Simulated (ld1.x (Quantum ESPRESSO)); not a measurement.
## u(r) = r·R(r): atom against pseudo-atom (oxygen)

Columns: radius, all-electron u(r) and pseudo u(r) of the 2s shell (level -31.26 eV) of oxygen in the configuration [He] 2s2 2p3.5; Wu–Cohen, scalar-relativistic, TM scheme, ld1.x (Quantum ESPRESSO) 7.5.

| r (bohr) | all-electron | pseudo |
| --- | --- | --- |
| 0.080 | 0.4165 | -0.0754 |
| 0.160 | 0.3571 | -0.1570 |
| 0.240 | 0.1228 | -0.2508 |
| 0.320 | -0.1494 | -0.3620 |
| 0.400 | -0.3994 | -0.4915 |
| 0.480 | -0.6045 | -0.6313 |
| 0.560 | -0.7598 | -0.7635 |
| 0.640 | -0.8677 | -0.8678 |
| 0.720 | -0.9347 | -0.9347 |
| 0.800 | -0.9680 | -0.9680 |
| 0.880 | -0.9750 | -0.9750 |
| 0.960 | -0.9618 | -0.9618 |
| 1.040 | -0.9340 | -0.9340 |
| 1.120 | -0.8958 | -0.8958 |
| 1.200 | -0.8509 | -0.8509 |
| 1.280 | -0.8017 | -0.8017 |
| 1.360 | -0.7505 | -0.7505 |
| 1.440 | -0.6986 | -0.6986 |
| 1.520 | -0.6473 | -0.6473 |
| 1.600 | -0.5974 | -0.5974 |
| 1.680 | -0.5494 | -0.5494 |
| 1.760 | -0.5036 | -0.5036 |
| 1.840 | -0.4604 | -0.4604 |
| 1.920 | -0.4199 | -0.4199 |
| 2.000 | -0.3821 | -0.3821 |
| 2.080 | -0.3471 | -0.3471 |

Problem. How many radial nodes do the two functions have?

Solution. The all-electron 2s function has n − l − 1 = 1; the pseudo-wave has 0, since the states of the same l below it are removed with the core.

Problem. At about which radius was the pseudo-wave matched?

Solution. 0.70 bohr, where the columns begin to agree (steps of 0.08 bohr).

Problem. Is the pseudo-wave norm-conserving?

Solution. Yes: the TM scheme keeps the norm inside the radius equal to the all-electron one, which fixes the energy derivative of the logarithmic derivative at the level.
